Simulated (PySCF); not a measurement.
**Successive Cr–H bond energies**

All numbers come from PBE0 in PySCF with Cr def2-TZVP, H def2-TZVP; no relativity; density-fitted integrals.

Each entry is the lowest minimum that a search over a few typed start shapes (and spin states, where more than one is plausible) found, or that minimum re-optimised at the stated level; isomers with ligand–ligand bonds, or fragments after loss of a ligand pair, can lie lower.

Total energies (Eh), which compare only within these settings: H atom -0.50106.

```tsv
species	2S+1	group	E (Eh)	ZPE (kJ/mol)
CrH₂	5	C2v	-1045.37822	23.6
CrH₃	4	C3v	-1045.94403	40.9
CrH₄	3	Td	-1046.50264	60.4
```

Question: What are De and D0 for CrH₃ → CrH₂ + H?

Answer: De = [(-1045.37822) + (-0.50106) − (-1045.94403)] × 2625.5 = 170 kJ/mol. The zero-point energy changes by -17.4 kJ/mol, so D0 = 153 kJ/mol.

Question: What are De and D0 for CrH₄ → CrH₃ + H?

Answer: De = [(-1045.94403) + (-0.50106) − (-1046.50264)] × 2625.5 = 151 kJ/mol. The zero-point energy changes by -19.5 kJ/mol, so D0 = 132 kJ/mol.

Atoms and open shells are unrestricted, without spin–orbit or basis-set superposition corrections.

One determinant describes each species, so states of open d or f shells may be missed.
